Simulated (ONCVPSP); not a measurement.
## Transferability test, ONCV potential for indium

In (Z = 49), optimised norm-conserving Vanderbilt (ONCV), made with ONCVPSP 4.0.1 (PBE, scalar-relativistic). Core [Kr], reference 4d10 5s2 5p0.5 (charge +0.5). Waves: 5s: rc 2.10 bohr, ncon 4, nbas 7, qcut 2.8 1/bohr, 3 projectors, debl 0.6 Ha; 5p: rc 2.95 bohr, ncon 4, nbas 7, qcut 3 1/bohr, 1 projector; 4d: rc 1.70 bohr, ncon 5, nbas 9, qcut 9 1/bohr, 3 projectors, debl 3.3 Ha. Local part: polynomial inside 1.60 bohr (lpopt 5, dvloc0 0 Ha). Core correction: polynomial model core, fcfact 0.35.

Energies are relative to the spin-unpolarised reference configuration 4d10 5s2 5p0.5; without spin polarisation the order of configurations can differ from experiment.

```
valence configuration  charge  ΔE all-electron (eV)  error AE − PS (meV)
         4d10 5s2 5p0      +1                 3.423                 -1.6
         4d10 5s0 5p0      +3                50.978                  -65
```

Q: What are ΔE and the potential's error for 4d10 5s2 5p1?

A: ΔE = -1.941 eV all-electron; the error (AE − PS) is +0.7 meV.

Q: What are ΔE and the potential's error for 4d10 5s1 5p0?

A: ΔE = 22.658 eV all-electron; the error (AE − PS) is -19 meV.

Levels in the configuration 4d10 5s0 5p0:

```tsv
level	all-electron (eV)	pseudo (eV)
4d	-47.887	-47.795
```

Note: ghosts flagged at negative energy: s at -148.5 eV; GHOST(+) flagged for s at 37.4 eV. A true bound ghost makes a file unfit for plane-wave use.
